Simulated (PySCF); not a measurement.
C2H6BO3, SMILES COB([O])OC, multiplicity 2. Atoms are numbered in the order given.

```xyz
12

C      0.7281     2.1003     0.0000
O      0.7010     0.6941     0.0000
B     -0.4593    -0.0185     0.0000
O     -1.6484     0.6630     0.0000
O     -0.4871    -1.3681     0.0000
C      0.6913    -2.1351     0.0000
H      0.2348     2.5167    -0.8939
H      0.2348     2.5167     0.8939
H      1.7791     2.4207     0.0000
H      0.7073    -2.7805    -0.8921
H      0.7073    -2.7805     0.8921
H      1.5930    -1.5043     0.0000
```
Charge 0, spin multiplicity 2.

Geometry: PBE0-D3(BJ)/def2-SVP. The isomer is the one that the SMILES or the coordinates give; other isomers of the formula were not compared. The values are those of a single conformer.

These are PBE/pcH-1 run with PySCF values and carry that method's errors.

Unrestricted Kohn–Sham, ⟨S²⟩ = 0.752. Hyperfine tensors hold the contact and dipolar terms, without spin-orbit corrections.

Task: Estimate the hyperfine couplings. (The exact figures need the calculation; the answer reports its results.)

Result: 
```
nucleus    A(iso) (MHz)  A(iso) (G)  dipolar principal values (MHz)
---------  ------------  ----------  ------------------------------
13C no. 1           7.5         2.7                 -1.3, -0.7, 2.0
17O no. 2           2.8         1.0               -37.6, 18.4, 19.2
11B no. 3         -28.4       -10.1                -9.1, -2.7, 11.8
17O no. 4         -27.1        -9.7            -263.4, 129.0, 134.4
17O no. 5         -20.5        -7.3                  -6.1, 2.3, 3.8
13C no. 6           4.9         1.8                 -1.3, -1.3, 2.6
1H no. 7           -0.9        -0.3                 -4.6, -2.8, 7.4
1H no. 8           -0.9        -0.3                 -4.6, -2.8, 7.4
1H no. 9            0.3         0.1                 -2.3, -1.4, 3.6
1H no. 10           1.7         0.6                 -1.2, -0.8, 2.0
1H no. 11           1.7         0.6                 -1.2, -0.8, 2.0
1H no. 12           0.0         0.0                 -2.3, -0.7, 2.9
```
